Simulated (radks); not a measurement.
The numbers below are computed, except where a source is named.
Task: Numerical settings for the ruthenium ion Ru+, [Kr] 4d7. Level of theory: scalar-relativistic Kohn-Sham, PBE, spin-polarised, spherical densities, finite nucleus; open shells are filled with parallel spins first (spin-orbit coupling, left out, can overturn this in heavy ions); Fermi nuclear charge, rms radius 4.4809 fm (a radial shooting solver on a logarithmic mesh with Libxc functionals). The defaults (mesh step 0.008 in ln r, mesh end at 40 bohr or more with all orbitals vanishing there, Anderson mixing 0.5 over 9 steps, residual threshold near 1e-9 with the energy settled to 1e-9 hartree or 1e-11 of itself, here a cap of 100 iterations) give E = -4530.4638 hartree and 4d at -11.383 eV in 15 iterations. Run on one thread of a shared host, so times are rough (Intel(R) Xeon(R) 6975P-C): 0.15 s of CPU time, 0.15 s wall, 15 iterations on 2259 mesh points. One setting is changed at a time: mesh step in ln r 0.012; mesh step in ln r 0.003; mesh step in ln r 0.05; mesh end (bohr) 3; mesh end (bohr) 12; residual threshold 1e-05; residual threshold 1e-13; mixing 1.5; linear mixing, mixing 0.2; linear mixing, mixing 0.5; mixing history 2; iteration cap 5. Which runs fail to converge, and which converge to a wrong energy?

Result: Not converged within the cap: iteration cap 5. Settings that end as converged yet miss the energy by more than 1 mhartree: mesh end (bohr) 3 (+0.798 hartree).
